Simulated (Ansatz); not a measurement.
`C[SiH2][SiH2]N`, one more setting.

```yaml
crystal:
  periodic: [false, false, false]
  atoms:
    - {symbol: C, position_ang: [-0.391769, 2.187092, -0.616079]}
    - {symbol: Si, position_ang: [-0.878561, 0.528310, 0.118077]}
    - {symbol: Si, position_ang: [0.943301, -0.941346, 0.195978]}
    - {symbol: N, position_ang: [0.386464, -2.506208, 0.663256]}
    - {symbol: H, position_ang: [0.376239, 2.669192, -0.006978]}
    - {symbol: H, position_ang: [-1.252681, 2.856969, -0.669636]}
    - {symbol: H, position_ang: [0.006395, 2.061493, -1.625365]}
    - {symbol: H, position_ang: [-1.439674, 0.714679, 1.486482]}
    - {symbol: H, position_ang: [-1.953079, -0.095626, -0.711799]}
    - {symbol: H, position_ang: [1.648144, -0.879534, -1.126947]}
    - {symbol: H, position_ang: [1.945693, -0.503066, 1.208072]}
    - {symbol: H, position_ang: [1.051679, -3.227858, 0.891724]}
    - {symbol: H, position_ang: [-0.421850, -2.898695, 0.208014]}
basis:
  gaussian: {orbitals: "6-31++G**"}
hamiltonian: {xc: {name: wPBEh}}
scf: {lower_state_search: off}
```

```sh
$ ansatz run in.yaml --threads 4 --pin off --events-out ev --progress --plain --max-ram 10444MiB
```

Shortened log:

```
Functional definition: wPBEh
1457 factors; their error is unknown
160 factors; integrals over basis functions are off by at most 1.8e-6 eV
mean field evaluation 1: about -18407.4720 eV, gradient 7.7e1 eV
mean field evaluation 2: about -18391.0996 eV, gradient 1.1e2 eV
mean field evaluation 4: about -18420.2385 eV, gradient 7.7e0 eV
mean field evaluation 8: about -18420.3839 eV, gradient 3.3e-2 eV
mean field evaluation 16: about -18420.4668 eV, gradient 1.1e-5 eV
mean field -18420.46677781 eV, -676.9396682436 hartree, gradient 2.3e-6 eV, S^2 0.000000; 0 other end points of the search recorded, 0 dependent functions left out
reference -18420.46687965 eV, -676.9396719863 hartree; 25, 25 occupied and 113, 113 virtual orbitals, 1457 factors
Total energy: -18420.46687965 eV, -676.9396719863 hartree
Checks for a lower state left out: stability, starts, cluster_reference, orbital_swaps, neighbouring_geometries, increment
```

It took 1.1 s on 4 threads of an Arm Neoverse V2 on a shared host, with 0.55 GiB of host memory at the peak.
